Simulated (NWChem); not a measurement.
## Plane-wave run on Si (space group P6_3/mmc)

```
Si
1.0
    3.83132     0.00000     0.00000
   -1.91566     3.31802     0.00000
    0.00000     0.00000     6.33262
Si
4
Direct
  0.33333   0.66667   0.06301
  0.66667   0.33333   0.93699
  0.66667   0.33333   0.56301
  0.33333   0.66667   0.43699
```

All runs are NWChem calculations. Origin of the cell: Materials Project cell, not relaxed here.

Norm-conserving pseudopotentials with valence charges Si 4, fixed occupations, no spin-orbit coupling, density cut at twice the wavefunction cutoff.

Level: LDA (Vosko), default library, cutoff 15 Ha, density from a 3×3×3 mesh. Bands run along Γ–M–K–Γ–A–L–H–A with k in units of the cell's reciprocal vectors.

### Question
What gap does the band structure show, and how wide is the group of occupied bands?

### Answer
It shows an indirect gap along this path of 0.30 eV from Γ to M (smallest direct gap on this path 0.90 eV). The 8 occupied bands reach 12.2 eV below the valence-band top.
